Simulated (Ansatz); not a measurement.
The cluster H9Au5⁺. The state is a doublet with charge 1. Geometry PBE-D4/def2-SVP; atoms count from 1.

Cartesian coordinates in Å:
```
Au 0.476 0.269 -0.089
Au -3.994 -2.667 0.528
Au -1.600 -1.490 -0.007
Au 4.911 3.121 -0.735
Au 2.574 2.005 -0.171
H -5.435 -2.923 1.606
H 2.018 0.394 -0.867
H 3.305 3.441 0.314
H 0.926 1.804 0.599
H -1.043 0.162 0.687
H 6.101 2.641 -1.668
H 0.071 -1.251 -0.791
H -5.767 -2.576 0.915
H -2.542 -2.930 -0.322
```

In the def2 sets Au takes a core potential; there is no spin–orbit coupling. In the doublet, H6 and H13 lie 0.84 Å apart (atoms count from 1), so H2 has formed as a molecule. Another isomer (doublet) lies 0.23 eV lower at PBE0-D4/def2-TZVP; other spin states weren't run for this one.

Q: Estimate the Mulliken populations from the PBE0/def2-TZVP orbitals of Ansatz.

A: 
| atom | charge (e) | spin (α − β) | d electrons |
| --- | --- | --- | --- |
| Au1 | 0.24 | 0.02 | 9.39 |
| Au2 | 0.35 | 0.01 | 9.67 |
| Au3 | 0.17 | 0.02 | 9.66 |
| Au4 | 0.37 | 0.26 | 9.57 |
| Au5 | 0.13 | 0.10 | 9.53 |
| H6 | 0.11 | 0.00 | – |
| H7 | -0.10 | -0.01 | – |
| H8 | -0.07 | 0.07 | – |
| H9 | -0.09 | 0.01 | – |
| H10 | -0.08 | 0.09 | – |
| H11 | 0.03 | 0.29 | – |
| H12 | -0.08 | 0.13 | – |
| H13 | 0.11 | 0.00 | – |
| H14 | -0.08 | 0.00 | – |
Mulliken values depend strongly on the basis.

Q: Where does the spin sit?

A: Summed by element: Au 0.41, H 0.59, of 1 unpaired in all. Largest on single atoms: H11 0.29, Au4 0.26, H12 0.13.

Q: And the Mayer bond orders between heavy atoms (over 0.3)?

A: Au2–Au3 0.32 (2.72 Å); Au4–Au5 0.50 (2.65 Å).
